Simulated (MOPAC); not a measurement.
Input for MOPAC: PM7 on GaAs+, 2S+1 = 4, a spin state set in the input, which need not be the lowest, a point of a bond scan (R = 2.516 Å). Charge +1.

```
PM7 1SCF PRECISE CHARGE=1 UHF MS=1.5 THREADS=1
AsGa

Ga     0.00000000 1     0.00000000 1     0.00000000 1
As     0.00000000 1     0.00000000 1     2.51582200 1
```

It printed:

```
*******************************************************************************
 **                                                                           **
 **                              MOPAC v23.2.5                                **
 **                                                                           **
 *******************************************************************************
 ** MOPAC's Digital Object Identifier: https://doi.org/10.5281/zenodo.6511958 **
 **                                                                           **
 ** Please cite the open-source release paper for use of this MOPAC version:  **
 ** J. E. Moussa and J. J. P. Stewart (2026)                                  **
 ** MOPAC: An open-source semiempirical molecular orbital program             **
 ** J. Open Source Softw., 11(119), 8025, https://doi.org/10.21105/joss.08025 **
 *******************************************************************************

                              PM7 CALCULATION RESULTS

 *******************************************************************************
 *  PM7        - The PM7 Hamiltonian to be used
 *  UHF        - UNRESTRICTED HARTREE-FOCK CALCULATION
 *
 *
 *
 *                 CHARGE ON SYSTEM = +1
 *
 *
 *
 *  MS=        - IN MECI, MAGNETIC COMPONENT OF SPIN =  1.5
 *  PRECISE    - TIGHTER CRITERIA TO BE USED
 *  1SCF       - DO 1 SCF AND THEN STOP
 *  THREADS=1  - MULTI-THREADING NOT USED
 *  T=         - A TIME OF 172800.0 SECONDS REQUESTED
 *  DUMP=N     - RESTART FILE WRITTEN EVERY 7200.0 SECONDS REQUESTED
 *******************************************************************************
PM7 1SCF PRECISE CHARGE=1 UHF MS=1.5 THREADS=1
 AsGa

   ATOM   CHEMICAL          X               Y               Z
  NUMBER   SYMBOL      (ANGSTROMS)     (ANGSTROMS)     (ANGSTROMS)

     1      Ga          0.00000000  *   0.00000000  *   0.00000000  *
     2      As          0.00000000  *   0.00000000  *   2.51582200  *



          CARTESIAN COORDINATES

    NO.       ATOM           X           Y           Z

     1        Ga          0.0000      0.0000      0.0000
     2        As          0.0000      0.0000      2.5158

 General Reference for PM7:
 "Optimization of Parameters for Semiempirical Methods VI: More Modifications to the
 NDDO Approximations and Re-optimization of Parameters", J. J. P. Stewart, J. Mol. Mod., 1:32, 19 (2013)
 https://link.springer.com/article/10.1007/s00894-012-1667-x

           Empirical Formula: Ga As  =     2 atoms



      MOLECULAR POINT GROUP   :   C*v


          UHF CALCULATION, NO. OF ALPHA ELECTRONS =    5
                           NO. OF BETA  ELECTRONS =    2

 -------------------------------------------------------------------------------
 PM7 1SCF PRECISE CHARGE=1 UHF MS=1.5 THREADS=1
 AsGa



     1SCF WAS SPECIFIED, SO BFGS WAS NOT USED
     SCF FIELD WAS ACHIEVED


                              PM7 CALCULATION
                                                       MOPAC v23.2.5 Linux




          FINAL HEAT OF FORMATION =        254.00306 KCAL/MOL =    1062.74879 KJ/MOL


          COSMO AREA              =         94.88 SQUARE ANGSTROMS
          COSMO VOLUME            =         80.07 CUBIC ANGSTROMS

          IONIZATION POTENTIAL    =         13.900828 EV
          ALPHA SOMO LUMO (EV)    =        -13.901 -7.469
          BETA  SOMO LUMO (EV)    =        -16.460 -6.322
          NO. OF ALPHA ELECTRONS  =          5
          NO. OF BETA  ELECTRONS  =          2
          MOLECULAR WEIGHT        =        144.6566         POINT GROUP:  C*v

          MOLECULAR DIMENSIONS (Angstroms)

            Atom       Atom       Distance
           As     2   Ga     1     2.51582
           As     2   Ga     1     0.00000
           Ga     1   As     2     0.00000


          SCF CALCULATIONS        =          1





   ATOM   CHEMICAL          X               Y               Z
  NUMBER   SYMBOL      (ANGSTROMS)     (ANGSTROMS)     (ANGSTROMS)

     1      Ga          0.00000000  *   0.00000000  *   0.00000000  *
     2      As          0.00000000  *   0.00000000  *   2.51582200  *

                             CARTESIAN COORDINATES

   1   Ga        0.000000000     0.000000000     0.000000000
   2   As        0.000000000     0.000000000     2.515822000


           Empirical Formula: Ga As  =     2 atoms



      MOLECULAR POINT GROUP   :   C*v


          ALPHA EIGENVALUES
 -23.87171 -18.79589 -15.44906 -15.44906 -13.90083  -7.46920  -7.46920  -7.17932
  -7.04915  -7.04915  -4.69660  -4.69660  -4.08811


           BETA EIGENVALUES
 -22.45929 -16.45954  -6.32212  -5.77046  -5.77046  -5.69915  -5.68536  -5.68536
  -5.58552  -5.58552  -4.24403  -4.24403  -2.91564


              NET ATOMIC CHARGES AND DIPOLE CONTRIBUTIONS

  ATOM NO.   TYPE          CHARGE      No. of ELECS.   s-Pop       p-Pop       d-Pop
    1         Ga           0.910699        2.0893     1.77595     0.31335
    2         As           0.089301        4.9107     1.92340     2.66824     0.31906
 DIPOLE           X         Y         Z       TOTAL
 POINT-CHG.     0.000     0.000    -5.180     5.180
 HYBRID         0.000     0.000     1.594     1.594
 SUM            0.000     0.000    -3.585     3.585


          ATOMIC ORBITAL ELECTRON POPULATIONS

     Atom    s        px        py        pz      x^2-y^2     xz        z^2       yz        xy
    1 Ga   1.77595   0.01271   0.01271   0.28793
    2 As   1.92340   0.84374   0.84374   0.98076   0.00000   0.14355   0.03195   0.14355   0.00000


                    (SZ)    =    1.500000
                    (S**2)  =    3.773661


          ATOMIC ORBITAL SPIN POPULATIONS

    Atom   Total    s     px     py     pz   x^2-y^2  xz     z^2    yz     xy
         Atomic
    1 Ga  0.3215  0.100  0.013  0.013  0.196
    2 As  2.6785  0.006  0.844  0.844  0.673  0.000  0.144  0.025  0.144  0.000

 **********************
 *                    *
 * JOB ENDED NORMALLY *
 *                    *
 **********************




 == MOPAC DONE ==
```

The run finished.

Cost: very roughly 0.04 core-seconds.
